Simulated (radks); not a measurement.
Question: Dipole-allowed excitations along the series with 4 electrons in [He] 2s2. Calculated with a radial shooting solver on a logarithmic mesh with Libxc functionals: non-relativistic Kohn-Sham, exchange-only LDA, spin-unpolarised, spherical densities, point nucleus. Time-dependent linear response with the Hartree and adiabatic exchange-only LDA kernel, continuum included through the Sternheimer equations. Lines are the poles of the dipole polarisability below minus the highest occupied eigenvalue, found on a grid refined at the orbital gaps; the lowest seven at most are given, and weak or close lines can be missed. The first line takes the name of the lowest orbital gap if no other gap lies below it; otherwise a line is named after a gap within 0.6 % of it, if that gap stands alone.

| species | -e(HOMO) (eV) | lowest orbital gap (eV) | first line (eV) | f | strongest line (eV) | its f | static alpha (bohr^3) |
|---|---|---|---|---|---|---|---|
| Ne6+ | 189.53 | 2s-2p 17.524 | 24.426 (2s-2p) | 0.363 | 122.74 (2s-3p) | 0.493 | 0.4901 |
| Mg8+ | 305.87 | 2s-2p 22.068 | 30.588 (2s-2p) | 0.291 | 192.14 (2s-3p) | 0.562 | 0.2478 |
| Al9+ | 374.25 | 2s-2p 24.333 | 33.659 (2s-2p) | 0.265 | 232.51 (2s-3p) | 0.587 | 0.1854 |
| Si10+ | 449.44 | 2s-2p 26.596 | 36.725 (2s-2p) | 0.243 | 276.66 (2s-3p) | 0.609 | 0.1423 |

Estimate the first line of F5+, its oscillator strength and the static polarisability.

Answer: 21.328 eV (2s-2p), f = 0.415, alpha = 0.7387 bohr^3.
